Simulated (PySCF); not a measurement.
CH6ClNSi, SMILES Cl[SiH](C)N. Atoms are numbered in the order given.

```xyz
10

Si    -0.2526    -0.0435     0.5060
C      1.2268    -1.0372     1.0637
N     -1.5335    -1.1102     0.0719
Cl     0.4042     1.1806    -1.0800
H     -0.7742     0.8864     1.5385
H      0.9696    -1.6611     1.9343
H      1.5757    -1.6966     0.2524
H      2.0614    -0.3733     1.3363
H     -1.3395    -1.8934    -0.5467
H     -2.4550    -0.7283    -0.1234
```

Geometry optimised at B3LYP-D3(BJ)/def2-SVP. The values are those of a single conformer.

All values below come from PySCF with PBE/def2-TZVP.

Computed frontier levels, gap, dipole moment and polarisability:
| Quantity | Value |
|---|---|
| highest occupied level | -6.39 eV |
| lowest empty level | -0.12 eV |
| orbital gap | 6.27 eV |
| dipole moment | 1.98 D |
| quadrupole, principal values (traceless, Buckingham form, about the centre of nuclear charge) | -7.08, 1.19, 5.89 D·Å |
| mean static polarisability | 58.7 bohr³ (8.69 Å³) |
| polarisability, principal values | 51.9, 58.6, 65.5 bohr³ |
